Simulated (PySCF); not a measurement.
Computed data sheet: `C#C[C@H](C[SiH3])[Si](F)(P)P`

Compound: C4H11FP2Si2.
Cartesian coordinates in Å at the GFN2-xTB level; atoms count from 1:
```xyz
20
C4H11FP2Si2 angstrom
C      0.8168   -2.3813   -1.6107
C      0.5318   -1.2230   -1.4972
C      0.1597    0.1592   -1.3301
C      1.2811    0.9734   -0.6755
Si     1.9040    0.3014    0.9930
Si    -1.5138    0.2920   -0.3668
F     -2.6276    0.2539   -1.5626
P     -2.0593   -1.4667    0.9547
P     -1.6945    2.3882    0.4422
H      1.0900   -3.3866   -1.7333
H     -0.0421    0.5701   -2.3283
H      0.9224    1.9994   -0.5429
H      2.1242    1.0296   -1.3693
H      2.5565   -0.9928    0.8034
H      0.7684    0.1419    1.9129
H      2.8477    1.2764    1.5405
H     -0.7609   -1.9344    1.0501
H     -2.3336   -2.2732   -0.1379
H     -2.9382    2.1667    1.0062
H     -1.0378    2.1167    1.6290
```

Some functional groups and rings: alkyne, Si–H bond and C–Si bond.

GFN2-xTB geometry:

| Item | Value |
| --- | --- |
| Point group of the GFN2-xTB geometry | C1 |
| Rotational constants A, B, C of the GFN2-xTB geometry | 0.866, 0.696, 0.553 GHz |

PBE0/pcSseg-1 ground state and GIAO shieldings, non-relativistic (PySCF):

| Item | Value |
| --- | --- |
| Dipole moment | 1.87 D |
| HOMO energy | -7.57 eV |
| LUMO energy | -0.77 eV |
| HOMO–LUMO gap | 6.80 eV |
| Lowest Hirshfeld atomic charge | -0.21 e on F7 |
| Highest Hirshfeld atomic charge | +0.36 e on Si6 |
| 13C chemical shifts (computed TMS as zero) by class | 90.2 (C2), 82.4 (C1), 26.8 (C3), 9.4 (C4) ppm |
| 1H chemical shifts (computed TMS as zero) by class | 3.72 (H14/H15/H16), 2.91 (H11), 1.97 (H17/H18), 1.92 (H10), 1.40 (H19/H20), 1.34 (H13), 0.98 (H12) ppm |
| Isotropic shieldings of nuclei other than C and H, by class | 350 (F7), 274 (Si6), 423 (Si5), 586 (P8), 590 (P9) ppm |
| Mayer bond orders between heavy atoms | C1–C2 2.51, C2–C3 1.01, C3–C4 1.03, C4–Si5 0.91, C3–Si6 0.79, Si6–F7 0.92, Si6–P8 0.97, Si6–P9 0.98 |

Monoisotopic mass from the formula: 195.9859 u.

The rotational constants make it an asymmetric top with κ = (2B − A − C)/(A − C) = -0.1, midway between the prolate (−1) and oblate (+1) limits. With B = h/(8π²I), that is 505.379 GHz u Å² over I, the principal moments of inertia are 583.7, 725.8 and 914.7 u Å² (most abundant isotopes). In atomic units the dipole is 0.74 e·bohr (1 au = 2.5417 D). A dipole of 1.87 D is allowed in C1, and pure rotational transitions are dipole-allowed.

One conformer (not necessarily the lowest) at the GFN2-xTB geometry, without solvent or vibrations. GFN2-xTB frequencies show an imaginary mode (41i cm⁻¹), so this geometry is no minimum at that level. NMR classes are plain means over equivalent atoms (diastereotopic ones count apart unless rotation or inversion swaps them), as if these changed places fast; in this geometry the members of some classes differ.

For the NMR shielding job (PBE0/pcSseg-1), hardware: one thread, Arm Neoverse N1 (aarch64), shared host with 64 logical CPUs at a one-minute load of 59. Cost: 2.1 min (grids of density and orbitals included), 1.1 GiB resident at most.
